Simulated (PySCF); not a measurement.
Input for PySCF: R-B3LYP/6-311+G** on CH4OSi (SMILES C[Si]O).

```python
from pyscf import gto, scf, dft, mp
from pyscf.data.elements import chemcore

mol = gto.M(
    atom='''
    C    -0.84562480   -0.01604885    0.24244104
    Si    0.58899003   -1.22997509   -0.12229951
    O     1.89403208   -0.20927731    0.00701955
    H    -1.82306167   -0.50132765    0.20530239
    H    -0.84707029    0.80466855   -0.48536198
    H    -0.72645554    0.42980358    1.23755022
    H     1.75919019    0.72215680    0.22020227
    ''',
    basis='6-311+g**',
    charge=0, spin=0, verbose=3, max_memory=1800)
mf = dft.RKS(mol, xc='b3lyp')
mf.conv_tol = 1e-8
mf.max_cycle = 100
mf.kernel()
if not mf.converged:
    mf = mf.newton().run(mf.mo_coeff, mf.mo_occ)
```

Output:

```
converged SCF energy = -405.301153519711
```

The calculation finished and met its thresholds.

Cost: around 8 core-seconds (rough).
